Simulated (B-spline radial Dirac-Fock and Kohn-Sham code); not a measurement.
**The free rhodium atom: differential elastic cross section for electrons at 94.4 keV**

These are calculated numbers from an atomic code on a B-spline grid; the model is relativistic (Dirac) partial waves in the static field of the Dirac-Fock atom with Furness-McCarthy exchange, without polarisation or absorption potentials.

Input of the calculation (task.json; shells as n, l, electrons):

```json
{"items": [{
  "Z": 45,
  "q": 0,
  "cfg": [[1, 0, 2], [2, 0, 2], [2, 1, 6], [3, 0, 2], [3, 1, 6], [3, 2, 10], [4, 0, 2], [4, 1, 6], [4, 2, 8], [5, 0, 1]],
  "A": 103,
  "rrms": 4.4945,
  "do": "elastic",
  "energies": [[94400.0, 0]],
  "theta": [5, 10, 15, 20, 25, 30, 35, 40, 45, 50, 55, 60, 65, 70, 75, 80, 85, 90, 95, 100, 105, 110, 115, 120, 125, 130, 135, 140, 145, 150, 155, 160, 165, 170, 175]
}]}
```

Launch: `python xray2_run.py task.json out`

```tsv
θ (°)	dσ/dΩ (a₀²/sr)	Sherman function
5	1.46	0.000
10	0.143	0.001
15	0.0337	0.002
20	0.0119	0.001
25	0.00534	0.000
30	0.00276	-0.002
35	0.00159	-0.006
40	0.000983	-0.012
45	0.000645	-0.019
50	0.000444	-0.028
55	0.000317	-0.038
60	0.000234	-0.049
65	0.000177	-0.060
70	0.000137	-0.073
75	0.000109	-0.085
80	8.75e-05	-0.098
85	7.16e-05	-0.110
90	5.94e-05	-0.122
95	4.99e-05	-0.133
100	4.25e-05	-0.143
105	3.66e-05	-0.151
110	3.19e-05	-0.158
115	2.80e-05	-0.163
120	2.49e-05	-0.165
125	2.24e-05	-0.165
130	2.03e-05	-0.162
135	1.85e-05	-0.157
140	1.71e-05	-0.148
145	1.60e-05	-0.137
150	1.50e-05	-0.123
155	1.43e-05	-0.107
160	1.37e-05	-0.089
165	1.32e-05	-0.068
170	1.29e-05	-0.046
175	1.27e-05	-0.023
```

The total elastic cross section is 0.479 a₀², the first transport cross section 0.00198 a₀² and the second, weighted with (3/2) sin²θ, 0.00488 a₀². The mean deflection is ⟨1 − cos θ⟩ = 0.00413, and 0.037 % of the collisions scatter beyond 90°.
